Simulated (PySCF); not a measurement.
**Si: excitation energy**

Si [Ne] 3s2 3p2 (3P) → Si [Ne] 3s2 3p1 3d1 (high-spin determinant), as a difference of total energies. Calculation: PySCF 2.14, in aug-cc-pwCVTZ (8s7p5d3f, 75 functions); the non-relativistic Hamiltonian (point nucleus). Correlated levels: valence: [Ne] frozen; valence and next inner shell: 1s2 frozen; nothing frozen. The calculations carry no spin-orbit coupling.

```json
{"method": "UHF", "excitation energy (cm⁻¹)": "54522"}
{"method": "LDA", "excitation energy (cm⁻¹)": "50784"}
{"method": "PBE", "excitation energy (cm⁻¹)": "50209"}
{"method": "PBE0", "excitation energy (cm⁻¹)": "52023"}
{"method": "r2SCAN", "excitation energy (cm⁻¹)": "53084"}
{"method": "B3LYP", "excitation energy (cm⁻¹)": "50929"}
{"method": "BLYP", "excitation energy (cm⁻¹)": "49200"}
{"method": "M06", "excitation energy (cm⁻¹)": "50359"}
{"method": "TPSSh", "excitation energy (cm⁻¹)": "52018"}
{"method": "MP2 (valence)", "excitation energy (cm⁻¹)": "54792"}
{"method": "SCS-MP2 (valence)", "excitation energy (cm⁻¹)": "54554"}
{"method": "MP2 (valence and next inner shell)", "excitation energy (cm⁻¹)": "54751"}
{"method": "SCS-MP2 (valence and next inner shell)", "excitation energy (cm⁻¹)": "54538"}
{"method": "MP2 (all electrons)", "excitation energy (cm⁻¹)": "54763"}
{"method": "SCS-MP2 (all electrons)", "excitation energy (cm⁻¹)": "54545"}
```

The promoted electron is Rydberg-like, and one or two diffuse shells describe it only roughly, which tends to raise the upper state.

In the upper state the promoted electron has a positive orbital energy at LDA, r2SCAN, BLYP, so the basis confines it.

The determinant of the upper state mixes LS terms, which raises its energy above the lowest term, most at the Hartree-Fock and MP2 levels.
